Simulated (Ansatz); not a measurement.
Born–Oppenheimer molecular dynamics of GaH4NO (7 atoms, charge 0, multiplicity 1). It starts from a relaxed structure.

The calculation used RKS BLYP-D4/def2-SVP (Ansatz).

* ensemble: NVE (velocity Verlet)
* time step: 0.5 fs
* steps asked: 300
* starting velocities drawn for: 500 K
* seed: 681759

First frame:

```xyz
7
Properties=species:S:1:pos:R:3
Ga -0.054 -0.155 0.161
H -0.120 -0.169 1.718
O 1.585 -0.222 -0.613
H 1.554 -0.221 -1.589
N -1.523 -0.090 -0.935
H -2.482 -0.034 -0.586
H -1.494 -0.060 -1.957
```

How far do the bonds stretch over the last three quarters of this one trajectory? (Pairs bonded in most of those frames.)


| bond | mean (Å) | spread (Å) | shortest | longest |
| --- | --- | --- | --- | --- |
| Ga1–H2 | 1.566 | 0.042 | 1.50 | 1.63 |
| Ga1–O3 | 1.821 | 0.035 | 1.76 | 1.87 |
| Ga1–N5 | 1.845 | 0.014 | 1.81 | 1.87 |
| O3–H4 | 0.979 | 0.018 | 0.95 | 1.01 |
| N5–H6 | 1.027 | 0.008 | 1.01 | 1.04 |
| N5–H7 | 1.027 | 0.016 | 1.00 | 1.05 |

Mean temperature of the second half: 252 K. The conserved energy stayed within 0.18 meV per atom of its start (net change 0.096 meV per atom), so the integration is sound. Over the second half the temperature averaged 0.50 of the 500 K drawn at the start: a run that starts near a minimum puts about half its kinetic energy into the potential. A run of 0.15 ps of so small a system gives no equilibrium averages.

Time of the run: 8.7 min on 1 thread of Arm Neoverse V2, with other jobs on the host, peak memory 0.12 GiB.
